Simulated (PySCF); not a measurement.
Telling isomers of C$_{6}$H$_{9}$NOSi apart by NMR

Theory: GFN2-xTB structure, GIAO PBE0/pcSseg-1 shieldings, in PySCF 2.14.0 with density-fitted response routines (non-relativistic Hamiltonian, fast rotation and ring inversion assumed for equivalent nuclei, one conformer, no solvent model).

References, each an isolated molecule treated in the same way: $^{1}$H, $^{13}$C against TMS. Where no couplings were computed, multiplicities follow the n + 1 count of equivalent neighbours, and m marks all less simple cases (inequivalent or close neighbours, rings, F or P nearby). Acid and N–H amide carbonyl carbons lie up to 10 ppm further downfield in solution (hydrogen bonding). Shifts are as computed. Against solution values, carbons near 30 ppm lie about +3 ppm off and those near 130 ppm about +5 ppm. Of 1309 compounds with measured shifts, 239 miss one by over three times the rms of a fit or turn the order of signals round; such compounds aren't used in these exercises. OH and NH positions are gas-phase values without hydrogen bonding to other molecules.

(1) Tabulate the signals of `N#C[C@@H]1C[SiH2][C@]12C[C@H]2O`, `C=C1CO[C@@H](C#N)C[SiH2]1`, `C#C[C@H](/C=C\[SiH3])NC=O`, `C=C(CC(C)=O)[SiH2]C#N` and their relative energies.

(2) What is the quickest way to tell C#C[C@H](/C=C\[SiH3])NC=O from C=C(CC(C)=O)[SiH2]C#N?

(3) What is the quickest way to tell N#C[C@@H]1C[SiH2][C@]12C[C@H]2O from C=C(CC(C)=O)[SiH2]C#N?

(4) What is the quickest way to tell C=C1CO[C@@H](C#N)C[SiH2]1 from C=C(CC(C)=O)[SiH2]C#N?

## Answers

(1) 
| SMILES | carbon types | δC | δH | E rel. (kcal/mol) |
| --- | --- | --- | --- | --- |
| N#C[C@@H]1C[SiH2][C@]12C[C@H]2O | 2×C 2×CH 2×CH2 | 126.5, 60.1, 29.3, 26.8, 22.0, 14.4 | 4.97 (m, 1H), 4.88 (m, 1H), 3.53 (m, 1H), 3.02 (m, 1H), 2.02 (m, 1H), 1.94 (m, 1H), 1.35 (m, 1H), 1.23 (br s, 1H), 0.79 (m, 1H) | 25.8 |
| C=C1CO[C@@H](C#N)C[SiH2]1 | 2×C 1×CH 3×CH2 | 148.0, 135.0, 121.8, 76.0, 64.7, 17.7 | 6.11 (br s, 1H), 5.83 (br s, 1H), 5.19 (m, 1H), 4.97 (m, 1H), 4.93 (m, 1H), 4.35 (m, 1H), 4.34 (m, 1H), 1.53 (m, 1H), 1.04 (m, 1H) | 14.8 |
| C#C[C@H](/C=C\[SiH3])NC=O | 1×C 5×CH | 159.1, 156.1, 129.9, 86.5, 81.2, 42.8 | 8.22 (d, 1H), 6.54 (m, 1H), 6.09 (m, 1H), 5.65 (m, 1H), 4.83 (br, 1H), 4.35 (d, 3H), 1.92 (d, 1H) | 44.5 |
| C=C(CC(C)=O)[SiH2]C#N | 3×C 2×CH2 1×CH3 | 218.4, 146.7, 136.7, 126.9, 54.8, 31.9 | 6.19 (br s, 1H), 5.87 (br s, 1H), 4.93 (s, 2H), 3.65 (s, 2H), 2.34 (s, 3H) | 0.0 |

Energies are electronic energies at PBE0/pcSseg-1 on these geometries, without zero-point or thermal terms, each for the one conformer computed, which needn't be the lowest.

(2) Both give the same number of carbon signals, but DEPT or the intensities differ. The first has an amide carbonyl carbon (CH) at 159.1 ppm, the second a ketone carbonyl carbon (C) at 218.4 ppm. In the proton spectra the most deshielded non-exchanging signals are 8.22 (d, 1H) and 6.19 (br s, 1H).

(3) Both give the same number of carbon signals, but DEPT or the intensities differ. The first has a three-membered-ring carbon (CH) at 60.1 ppm, the second a ketone carbonyl carbon (C) at 218.4 ppm. Their most deshielded carbons lie at 126.5 and 218.4 ppm. In the proton spectra the most deshielded non-exchanging signals are 4.97 (m, 1H) and 6.19 (br s, 1H).

(4) Both give the same number of carbon signals, but DEPT or the intensities differ. The first has an sp3 CH bonded to O, α to a nitrile at 64.7 ppm, the second a ketone carbonyl carbon (C) at 218.4 ppm. Their most deshielded carbons lie at 148.0 and 218.4 ppm.
